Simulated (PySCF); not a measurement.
# PySCF run on SiTe

Input:

```python
from pyscf import gto, scf, mp

mol = gto.M(
    atom='Si 0 0 0; Te 0 0 2.8',
    basis='def2-svp',
    ecp={'Te': 'def2-svp'},
    charge=0,
    spin=0,
    symmetry=True,
    verbose=4,
)
mf = scf.RHF(mol)
mf.kernel()
mp.MP2(mf, frozen=9).kernel()
mf.dip_moment()
print('orbital energies (hartree):', mf.mo_energy[..., max(0, mol.nelec[1]-3):mol.nelec[0]+3].round(4))
```

```bash
$ python input.py
```

The log:

```
PySCF version 2.14.0

[INPUT] verbose = 4
[INPUT] num. atoms = 2
[INPUT] num. electrons = 38
[INPUT] charge = 0
[INPUT] spin (= nelec alpha-beta = 2S) = 0
[INPUT] symmetry True subgroup None
[INPUT] Mole.unit = angstrom
[INPUT] Symbol           X                Y                Z      unit          X                Y                Z       unit  Magmom
[INPUT]  1 Si     0.000000000000   0.000000000000   0.000000000000 AA    0.000000000000   0.000000000000   0.000000000000 Bohr   0.0
[INPUT]  2 Te     0.000000000000   0.000000000000   2.800000000000 AA    0.000000000000   0.000000000000   5.291233148782 Bohr   0.0

nuclear repulsion = 63.5012653104
point group symmetry = Coov
symmetry origin: [0.         0.         4.16885036]
symmetry axis x: [1. 0. 0.]
symmetry axis y: [0. 1. 0.]
symmetry axis z: [0. 0. 1.]
num. orbitals of irrep A1 = 18
num. orbitals of irrep E1x = 10
num. orbitals of irrep E1y = 10
num. orbitals of irrep E2x = 3
num. orbitals of irrep E2y = 3
number of shells = 18
number of NR pGTOs = 97
number of NR cGTOs = 44
basis = def2-svp
ecp = {'Te': 'def2-svp'}

******** <class 'pyscf.scf.hf_symm.SymAdaptedRHF'> ********
method = SymAdaptedRHF
initial guess = minao
damping factor = 0
level_shift factor = 0
DIIS = <class 'pyscf.scf.diis.CDIIS'>
diis_start_cycle = 1
diis_space = 8
diis_damp = 0
SCF conv_tol = 1e-09
SCF conv_tol_grad = None
SCF max_cycles = 50
direct_scf = True
direct_scf_tol = 1e-13
Freeze 0 electrons in irreps []
    38 free electrons in irreps A1 E1x E1y E2x E2y
Set gradient conv threshold to 3.16228e-05
Initial guess from minao.
init E= -527.08246922665
HOMO (A1) = -0.770471942022255  LUMO (E1y) = -0.361689203019927  gap/eV = 11.12354
cycle= 1 E= -554.182588001268  delta_E= -27.1  |g|= 2.13  |ddm|= 7.07
HOMO (A1) = -0.140332109836834  LUMO (A1) = 0.0767581472835488  gap/eV = 5.90733
cycle= 2 E= -552.045538653841  delta_E= 2.14  |g|= 2.35  |ddm|= 6.44
HOMO (A1) = -0.222430164770344  LUMO (E1y) = 0.0473202248926281  gap/eV = 7.34028
cycle= 3 E= -555.287353784812  delta_E= -3.24  |g|= 0.774  |ddm|= 4.74
HOMO (E1y) = -0.221427448018961  LUMO (E1y) = -0.109122808584494  gap/eV = 3.05596
cycle= 4 E= -555.67508691805  delta_E= -0.388  |g|= 0.423  |ddm|= 2.23
HOMO (E1y) = -0.270166721647244  LUMO (E1y) = -0.0477600115061625  gap/eV = 6.05199
cycle= 5 E= -555.754997437354  delta_E= -0.0799  |g|= 0.126  |ddm|= 0.475
HOMO (E1y) = -0.296003512640869  LUMO (E1y) = -0.0297742244043242  gap/eV = 7.24447
cycle= 6 E= -555.765992517816  delta_E= -0.011  |g|= 0.0264  |ddm|= 0.28
HOMO (E1y) = -0.291289868941443  LUMO (E1y) = -0.0288397324237293  gap/eV = 7.14163
cycle= 7 E= -555.766597195974  delta_E= -0.000605  |g|= 0.023  |ddm|= 0.0688
HOMO (E1y) = -0.290070992903353  LUMO (E1y) = -0.0303566464233542  gap/eV = 7.06719
cycle= 8 E= -555.767162383941  delta_E= -0.000565  |g|= 0.00903  |ddm|= 0.0662
HOMO (E1y) = -0.289790813406301  LUMO (E1y) = -0.0299691375858764  gap/eV = 7.07011
cycle= 9 E= -555.767407823209  delta_E= -0.000245  |g|= 0.00196  |ddm|= 0.0722
HOMO (E1y) = -0.289961377386375  LUMO (E1y) = -0.0298481214010362  gap/eV = 7.07804
cycle= 10 E= -555.767423691035  delta_E= -1.59e-05  |g|= 0.000246  |ddm|= 0.0228
HOMO (E1y) = -0.289950311048041  LUMO (E1y) = -0.029851564187716  gap/eV = 7.07765
cycle= 11 E= -555.767423733848  delta_E= -4.28e-08  |g|= 6.82e-05  |ddm|= 0.000733
HOMO (E1y) = -0.289945529697144  LUMO (E1y) = -0.0298531214604276  gap/eV = 7.07747
cycle= 12 E= -555.76742373729  delta_E= -3.44e-09  |g|= 3.26e-06  |ddm|= 0.00028
HOMO (E1y) = -0.289945261897542  LUMO (E1y) = -0.0298534488510489  gap/eV = 7.07746
cycle= 13 E= -555.767423737297  delta_E= -7.05e-12  |g|= 6e-07  |ddm|= 1.54e-05
HOMO (E1y) = -0.289945206628368  LUMO (E1y) = -0.029853558017253  gap/eV = 7.07745
Extra cycle  E= -555.767423737297  delta_E= -2.27e-13  |g|= 2.68e-07  |ddm|= 2.15e-06
converged SCF energy = -555.767423737297

******** <class 'pyscf.mp.mp2.RMP2'> ********
nocc = 10, nmo = 35
frozen orbitals 9
E(RMP2) = -555.976507674285  E_corr = -0.209083936987838
E(SCS-RMP2) = -555.968813485333  E_corr = -0.201389748036645
E_corr(same-spin) = -0.0571280496331852
E_corr(oppo-spin) = -0.151955887354653
Dipole moment(X, Y, Z, Debye):  0.00000,  0.00000, -3.97985
orbital energies (hartree): [-0.3364 -0.2899 -0.2899 -0.0299 -0.0299  0.062 ]
```

In short: E(SCF) = -555.767424 Eh, 13 cycles, E(MP2) − E(SCF) = -0.20908 Eh, μz(SCF) = -3.98 D.

Wall time 1 s on one thread of a shared host.

Stability towards an unrestricted solution was not tested. The bond length is a typed value, not an optimised one.
